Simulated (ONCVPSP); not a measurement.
## N (Z = 7) ONCV: all-electron and pseudo phase curves

```json
{
 "Element": "nitrogen (N)",
 "Generator": "ONCVPSP 4.0.1",
 "Type": "optimised norm-conserving Vanderbilt (ONCV)",
 "Functional": "PBE",
 "Relativity": "non-relativistic",
 "Frozen core": "[He]",
 "Valence charge": "5",
 "Reference configuration": "2s2 2p1.5 (charge +1.5)",
 "Partial waves": "2s: rc 0.75 bohr, ncon 3, nbas 7, qcut 8.8 1/bohr, 2 projectors, debl 2.2 Ha; 2p: rc 2.30 bohr, ncon 3, nbas 6, qcut 4.8 1/bohr, 3 projectors, debl 3.1 Ha",
 "Local potential": "polynomial inside 0.65 bohr (lpopt 5, dvloc0 -1 Ha)",
 "Core correction": "Teter function, fcfact 3, rcfact 1.5"
}
```

The phase is arctan(r·R′/R) of the radial function R(r), unwrapped; energies in Ha, scanned from -3 to 5 Ha. A pole is an energy at which the radial function vanishes at the test radius. The pseudo phase is shifted by a multiple of π to meet the all-electron one at the reference energy, and phase errors are pseudo minus all-electron; the curves can meet again beyond the range given. Levels narrower than the energy grid can be missing from the lists of poles.

```tsv
channel	radius (bohr)	reference energy (Ha)	poles, all-electron	poles, pseudo	unbroken range about the reference energy with phases within 0.05 rad	phase error 1 Ha above the reference energy (rad)
s	0.76	-1.49	none	none	the whole range	+0.000
p	2.33	-1.06	-0.93, 1.98	-0.93, 1.98	the whole range	+0.015
```

Phases in the s channel:

```csv
E (Ha),all-electron,pseudo
-2.98,0.184,0.183
-2.54,0.046,0.045
-2.10,-0.100,-0.100
-1.66,-0.247,-0.247
-1.22,-0.390,-0.390
-0.78,-0.523,-0.523
-0.34,-0.644,-0.644
0.10,-0.751,-0.751
0.54,-0.845,-0.845
0.98,-0.927,-0.927
1.42,-0.998,-0.998
1.86,-1.060,-1.060
2.30,-1.113,-1.113
2.74,-1.161,-1.161
3.18,-1.202,-1.203
3.62,-1.239,-1.240
4.06,-1.272,-1.273
4.50,-1.302,-1.304
4.94,-1.328,-1.331
```
